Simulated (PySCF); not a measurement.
Er⁵⁷⁺: ionisation energy

Er⁵⁷⁺ [Ne] 3s1 (2S) → Er⁵⁸⁺ [Ne] (1S), as a difference of total energies. Computed with PySCF 2.14 in an even-tempered Gaussian basis (17 s from 15 bohr⁻², ratio 2.5; 12 p from 19 bohr⁻², ratio 2.5; 4 d from 69 bohr⁻², ratio 2.7; 4 f from 100 bohr⁻², ratio 2.7), with the spin-free X2C one-electron Hamiltonian (Gaussian nucleus). Correlated levels: outer shells: 1s2 frozen; virtual orbitals above 40 to 60 times the deepest correlated orbital energy dropped. The calculations carry no spin-orbit coupling.

```json
{"method": "UHF", "ionisation energy (eV)": "5817.2"}
{"method": "MP2 (outer shells)", "ionisation energy (eV)": "5818.0"}
{"method": "SCS-MP2 (outer shells)", "ionisation energy (eV)": "5817.8"}
{"method": "CCSD (outer shells)", "ionisation energy (eV)": "5818.0"}
{"method": "CCSD(T) (outer shells)", "ionisation energy (eV)": "5818.0"}
```

Breit and QED terms and the two-electron picture change are absent.

For comparison: 5815 ± 6 eV (theoretical estimate listed by NIST; NIST Atomic Spectra Database, ionization energies).
